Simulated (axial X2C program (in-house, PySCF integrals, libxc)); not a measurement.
Outer orbitals of CuP⁺ at 2.209 Å, HF

Calculated with an in-house relativistic program for diatomic molecules. Spin-free means the one-electron spin-free X2C Hamiltonian; two-component (2c) means X2C with spin–orbit coupling and atomic mean-field two-electron Coulomb and Gaunt terms, so the difference of the two also holds small scalar two-electron terms. Basis: Cu dyall-cv3z [9s9p6d3f2g], P dyall-v3z [8s7p2d1f] (cores contracted in-house); Gaussian nuclei, density fitting, unrestricted open shells. Masses: Cu 62.930 u, P 30.974 u.

The distance is close to the 2c PBE0 minimum; the highest filled and lowest empty levels are listed.

Spin-free orbitals, state M_S = 3/2, Λ = 0 (beyond evenly filled blocks: σα, π+α, π-α) (Löwdin shares):

```tsv
symmetry	occupied	ε (eV)	atomic character
σα	yes	-29.51	78% P s, 10% Cu p, 6% Cu d
σβ	yes	-22.97	48% P s, 40% Cu d, 6% Cu p
π+α	yes	-21.40	96% Cu d, 4% P p
π-α	yes	-21.40	96% Cu d, 4% P p
σα	yes	-21.23	86% Cu d, 10% P p, 3% P s
δ-β	yes	-21.09	100% Cu d
δ+β	yes	-21.09	100% Cu d
δ-α	yes	-21.04	100% Cu d
δ+α	yes	-21.04	100% Cu d
π-β	yes	-20.99	99% Cu d
π+β	yes	-20.99	99% Cu d
σβ	yes	-19.96	62% Cu d, 29% P s, 5% Cu p
σα	yes	-17.36	70% P p, 14% Cu s, 10% Cu d
π-α	yes	-16.61	90% P p, 6% Cu d, 4% Cu p
π+α	yes	-16.61	90% P p, 6% Cu d, 4% Cu p
σβ	no	-6.21	50% P p, 41% Cu s, 4% P s
σα	no	-4.86	66% Cu s, 25% Cu p, 4% P p
π+β	no	-4.69	70% P p, 28% Cu p, 2% Cu d
π-β	no	-4.69	70% P p, 28% Cu p, 2% Cu d
```

Spinors with spin–orbit coupling (state Ω = 3/2):

```
   ω  occupied  ε (eV)             atomic character     λ mixture
 1/2       yes  -29.51   78% P s, 10% Cu p, 6% Cu d        100% σ
-1/2       yes  -22.98   47% P s, 40% Cu d, 6% Cu p        100% σ
-1/2       yes  -21.48             95% Cu d, 3% P p   99% π, 1% σ
 3/2       yes  -21.43             97% Cu d, 2% P p  70% π, 30% δ
 1/2       yes  -21.34             90% Cu d, 7% P p  72% σ, 28% π
-3/2       yes  -21.24                    100% Cu d  84% δ, 16% π
 3/2       yes  -21.14                     98% Cu d  70% δ, 30% π
 1/2       yes  -20.97             95% Cu d, 4% P p  72% π, 28% σ
-5/2       yes  -20.96                    100% Cu d        100% δ
 5/2       yes  -20.91                    100% Cu d        100% δ
-3/2       yes  -20.87                     99% Cu d  84% π, 16% δ
-1/2       yes  -19.96   62% Cu d, 29% P s, 5% Cu p   99% σ, 1% π
 1/2       yes  -17.35  70% P p, 14% Cu s, 10% Cu d        100% σ
-1/2       yes  -16.63    90% P p, 6% Cu d, 4% Cu p        100% π
 3/2       yes  -16.58    90% P p, 6% Cu d, 4% Cu p        100% π
-1/2        no   -6.21    50% P p, 41% Cu s, 4% P s        100% σ
 1/2        no   -4.86   66% Cu s, 25% Cu p, 4% P p        100% σ
 1/2        no   -4.70   70% P p, 28% Cu p, 2% Cu d        100% π
-3/2        no   -4.68   70% P p, 28% Cu p, 2% Cu d        100% π
```

**Question.** How does the gap between the highest filled and lowest empty level change from the spin-free to the 2c table?

**Answer.** From 10.40 to 10.37 eV at HF, a change of -0.03 eV.

Mulliken charges and populations of the two-component result (they depend on the basis, above all on diffuse functions):

Cu 0.81 e (s 6.16 p 12.09 d 9.94), P 0.19 e (s 5.94 p 8.84 d 0.02 f 0.01). ⟨Lz⟩ = 0.00 ħ and ⟨Sz⟩ = 1.50 ħ (0.09 and 1.41 on the two atoms), which add up to Ω.

The state is one determinant whose occupation by symmetry is held fixed; it was picked as the lowest of a PBE0 search that is not exhaustive. Other states lie close and PBE0, whose exact exchange favours high spin, may order them wrongly; the determinant shown need not be the ground state. The nearest other spin-free determinant of the search, M_S = 1/2, Λ = 1, lies 0.18 eV up at the distance of the search. With several unpaired electrons one determinant need not be a pure state. This is the top spin component of a Σ state; components of lower Ω are not single determinants and can lie lower.
